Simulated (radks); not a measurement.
Dispersion coefficients C6 (hartree bohr^6) between ground-configuration atoms and ions, from the Casimir-Polder integral (3/pi) of alpha_A(iw) alpha_B(iw). All-electron calculation, non-relativistic Kohn-Sham, exchange-only LDA, spin-unpolarised, spherical densities, point nucleus. Program: a radial shooting solver on a logarithmic mesh with Libxc functionals. Response by self-consistent Sternheimer equations with the Hartree and adiabatic exchange-only LDA kernel.

C6,Zn,Ga+,Ge2+,As3+,Se4+,Br5+,Kr6+,Rb7+,Sr8+
Zn,310.3,,,,,,,,
Ga+,166.9,93.44,,,,,,,
Ge2+,107.9,61.82,41.50,,,,,,
As3+,76.25,44.41,30.12,22.02,,,,,
Se4+,56.91,33.56,22.94,16.87,12.99,,,,
Br5+,44.08,26.26,18.07,13.35,10.32,8.226,,,
Kr6+,35.10,21.08,14.59,10.83,8.394,6.710,5.486,,
Rb7+,28.55,17.27,12.01,8.943,6.954,5.572,4.565,3.806,
Sr8+,23.63,14.38,10.04,7.500,5.846,4.694,3.853,3.218,2.725

Static polarisabilities (bohr^3): Zn ([Ar] 3d10 4s2) 41.75, Ga+ ([Ar] 3d10 4s2) 18.25, Ge2+ ([Ar] 3d10 4s2) 10.61, As3+ ([Ar] 3d10 4s2) 6.995, Se4+ ([Ar] 3d10 4s2) 4.962, Br5+ ([Ar] 3d10 4s2) 3.694, Kr6+ ([Ar] 3d10 4s2) 2.848, Rb7+ ([Ar] 3d10 4s2) 2.255, Sr8+ ([Ar] 3d10 4s2) 1.824. The combination rule 2 Ca Cb / ((alpha_b/alpha_a) Ca + (alpha_a/alpha_b) Cb) gives 5.808 for Se4+-Sr8+, against 5.846 from the integral.
